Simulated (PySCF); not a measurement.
## MnF₄, quartet: data card

Method: PySCF, UPBE0, basis Mn def2-SVP, F def2-SVP (no relativity, density fitting).

The structure is a minimum.

| Property | Result |
| --- | --- |
| Point group | C2v |
| Bond lengths | Mn–F 1.674 Å (×2), Mn–F 1.713 Å (×2) |
| Bond angles | F–Mn–F 102.0° (×4), F–Mn–F 105.5°, F–Mn–F 139.8° |
| Entropy at 298.15 K and 1 bar (electronic part: spin only) | 336.6 J/(mol K) |
| Heat capacity Cp at 298.15 K | 83.9 J/(mol K) |
| Highest occupied level (α) | -10.31 eV |
| Rotational symmetry number | 2 |
| Rotational constants | 0.1432, 0.1135, 0.1017 cm⁻¹ |
| Zero-point energy | 24.0 kJ/mol |
| Principal polarisabilities | 21.4, 25.4, 30.9 bohr³ |
| Atomisation energy without zero-point energy | 1476 kJ/mol |
| Dipole moment | 1.05 D |
| Enthalpy at 298.15 K above 0 K | 18.37 kJ/mol |
| Spin squared ⟨S²⟩ | 3.796 |
| Principal quadrupole moments (Buckingham, traceless) about the centre of mass | -5.03, 1.76, 3.28 D Å |
| Lowest empty level (α) | -6.01 eV |

Harmonic modes (masses in u: Mn 54.938, F 18.998):
| symmetry | ω (cm⁻¹) | IR (km/mol) | μ (u) | type |
| --- | --- | --- | --- | --- |
| a2 | 125 | 0.0 | 19.00 | bend |
| a1 | 172 | 6.0 | 19.73 | bend |
| b2 | 216 | 5.0 | 21.24 | bend |
| a1 | 225 | 24.0 | 22.98 | bend |
| b1 | 241 | 19.9 | 22.59 | bend |
| a1 | 684 | 13.0 | 19.25 | stretch |
| a1 | 764 | 71.6 | 22.51 | stretch |
| b2 | 780 | 230 | 26.05 | stretch |
| b1 | 806 | 101 | 24.23 | stretch |

In C2v the vibrations span a2 + 4a1 + 2b2 + 2b1. The a2 mode carries no infrared intensity, as symmetry demands.

Charges (e):
```json
{"atom": "Mn1", "Mulliken": "1.38", "Löwdin": "0.74", "polar tensor": "2.09", "spin (Mulliken)": "2.75", "Mayer order to Mn1": "–"}
{"atom": "F2,3", "Mulliken": "-0.38", "Löwdin": "-0.23", "polar tensor": "-0.60", "spin (Mulliken)": "0.10", "Mayer order to Mn1": "0.94"}
{"atom": "F4,5", "Mulliken": "-0.31", "Löwdin": "-0.14", "polar tensor": "-0.45", "spin (Mulliken)": "0.02", "Mayer order to Mn1": "1.03"}
```

Mulliken populations on Mn1: s 6.18, p 12.49, d 4.94, f 0.01.

Outer orbital energies (eV). α occupied: -13.34, -13.13, -12.50, -12.46, -12.16, -11.36, -11.04, -10.31; empty: -6.01, -5.24, -0.09, 3.51. β occupied: -13.82, -13.76, -13.09, -12.92, -12.46, -12.06, -11.97, -11.92; empty: -4.62, -4.35, -4.35, -3.77.

Formally Mn is in oxidation state +4, d3, with 3 unpaired electrons (the high-spin count). The Mulliken spin on Mn is 2.75. The polar-tensor charge on Mn, 2.09, is far below the formal one.

This need not be the most stable arrangement of these atoms. Other spin states or occupations of the open shell can lie lower.

The final relaxation and frequency run took about 2.7 core-minutes on a shared host.
